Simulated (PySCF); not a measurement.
Isomers C5H7FO3:

A. SMILES C(OCOC)(=O)/C=C/F
B. `CO/C(F)=C\OC(C)=O`
C. `O1[C@H](C=C)OCO[C@H]1F`

Spectrum 1. $^{1}$H NMR (500 MHz, computed): δ 6.28 (m, 1H), 6.27 (m, 1H), 5.87 (m, 1H), 5.78 (m, 1H), 5.75 (m, 1H), 5.73 (m, 1H), 5.22 (m, 1H). $^{13}$C{$^{1}$H} NMR (computed): δ 143.1 (CH), 128.9 (CH2), 117.7 (CH), 100.7 (CH), 89.9 (CH2).

Spectrum 2. $^{1}$H NMR (500 MHz, computed): δ 5.98 (m, 1H), 3.98 (s, 3H), 2.15 (s, 3H). $^{13}$C{$^{1}$H} NMR (computed): δ 172.0 (C), 168.6 (C), 109.7 (CH), 55.7 (CH3), 23.0 (CH3).

Spectrum 3. $^{1}$H NMR (500 MHz, computed): δ 7.94 (m, 1H), 5.86 (m, 1H), 5.56 (s, 2H), 3.69 (s, 3H). $^{13}$C{$^{1}$H} NMR (computed): δ 176.7 (CH), 170.6 (C), 111.5 (CH), 97.9 (CH2), 59.6 (CH3).

- σ from GIAO-PBE0/pcSseg-1
- GFN2-xTB geometry
- program: PySCF 2.14.0 with density-fitted response routines
- a single conformation, no relativistic terms, isolated molecule, equivalent nuclei averaged

References, each an isolated molecule treated in the same way: TMS for $^{1}$H (31.72 ppm) and $^{13}$C (186.93 ppm). Splittings of carbon signals by F and P are missing where no couplings were computed. Where no couplings were computed, multiplicities follow the n + 1 count of equivalent neighbours, and m marks all less simple cases (inequivalent or close neighbours, rings, F or P nearby). Shifts are as computed. Against solution values, carbons near 30 ppm lie about +3 ppm off and those near 130 ppm about +5 ppm. Of 1211 compounds with measured shifts, 218 miss one by over three times the rms of a fit or turn the order of signals round; such compounds aren't used in these exercises.

Q: Which spectrum belongs to which compound?

A: 1–C, 2–B, 3–A.

- Spectrum 1 (C): 5 $^{13}$C signals; δC 143.1 is an alkene CH; δC 128.9 is a terminal =CH2 carbon.
- Spectrum 2 (B): 5 $^{13}$C signals; δC 172.0 is an ester carbonyl carbon; δC 168.6 is an alkene carbon bearing oxygen.
- Spectrum 3 (A): 5 $^{13}$C signals; δC 176.7 is a β carbon of a C=C–C=O unit; δC 170.6 is an ester carbonyl carbon.
